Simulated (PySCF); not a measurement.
# Excitation energy of Ge⁺ by level of theory

Ge⁺ [Ar] 3d10 4s2 4p1 (2P) → Ge⁺ [Ar] 3d10 4s1 4p2 (4P), as a difference of total energies. All numbers are calculated (PySCF 2.14, scalar relativity by spin-free X2C-1e, in aug-cc-pVTZ-DK (7s6p4d2f, 59 functions)). Correlated levels: valence: [Ar] 3d10 frozen. The calculations carry no spin-orbit coupling.

Q: Order these methods by the excitation energy they give, lowest first.
A. MN15
B. wB97X-V
C. r2SCAN
D. UHF

A: D (39270 cm⁻¹), C (50481 cm⁻¹), A (52845 cm⁻¹), B (54253 cm⁻¹).

Errors of the correlated levels include the incompleteness of this basis and the frozen core.

For comparison: 51531 cm⁻¹ (measured; NIST levels, between the centres of gravity of the two terms).
